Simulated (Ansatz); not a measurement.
Z-matrix (Å, degrees):
```
C
Si 1 1.866
H 1 1.094 2 111.6
H 1 1.094 2 111.4 3 120.8
H 1 1.093 2 110.5 3 -119.6
C 2 1.854 1 111.8 3 60.7
O 2 1.654 1 109.0 3 -63.3
O 2 1.644 1 111.9 3 179.0
H 6 1.093 2 110.9 1 63.6
H 6 1.092 2 110.3 1 -176.7
H 6 1.093 2 111.2 1 -56.7
H 7 0.957 2 117.4 1 24.2
H 8 0.958 2 116.7 1 78.0
```

Total charge 0; spin multiplicity 1.

Q: List the ωB97M-V/def2-TZVPP orbital energies in eV (Ansatz 0.2.0). (Best estimate.)

A: Ansatz gave: Occupied: -1807.18, -525.83, -525.72, -280.78, -280.60, -148.10, -102.26, -102.22, -102.18, -30.87, -30.27, -22.47, -21.79, -18.03, -16.80, -14.54, -14.09, -13.97, -13.50, -13.27, -12.91, -12.14, -11.98, -11.54, -10.31. Lowest empty: 2.02, 3.01, 3.31, 3.62, 4.15, 4.39, 4.89, 5.19.
